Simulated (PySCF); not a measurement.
## C₆ coefficients of unlike pairs at M06

Calculated with PySCF 2.14 from the dipole response of each species, C₆(A,B) = (3/π) ∫ α_A(iu) α_B(iu) du, in atomic units, from isotropic polarisabilities. For ions this is the dispersion term alone; charge-induced terms of lower order in 1/R come first.

```
species      configuration                                                                      basis     relativity  α (bohr³)  C₆ (like pair)
     Sc  [Ar] 3d1 4s2 (2D)                                                     aug-cc-pVDZ (7s6p4d2f)           none      98.50            1035
   Al²⁺      [Ne] 3s1 (2S)  x2c-TZVPPall with one added diffuse shell each of s, p, d type (6s6p4d1f)  spin-free X2C      15.88           44.81
   Si²⁺      [Ne] 3s2 (1S)                                              aug-cc-pCVQZ-DK (10s9p7d5f3g)  spin-free X2C      10.90           35.52
```

Estimate C₆ for Si²⁺ with Al²⁺.

The integral gives 38.72. The combination rule 2 C_A C_B / (C_A α_B/α_A + C_B α_A/α_B) gives 38.58 and the geometric mean 39.89.

No spin-orbit coupling is included.

The other pairs:

```tsv
pair	C₆
Al²⁺, Sc	209.9
Si²⁺, Sc	172.8
```
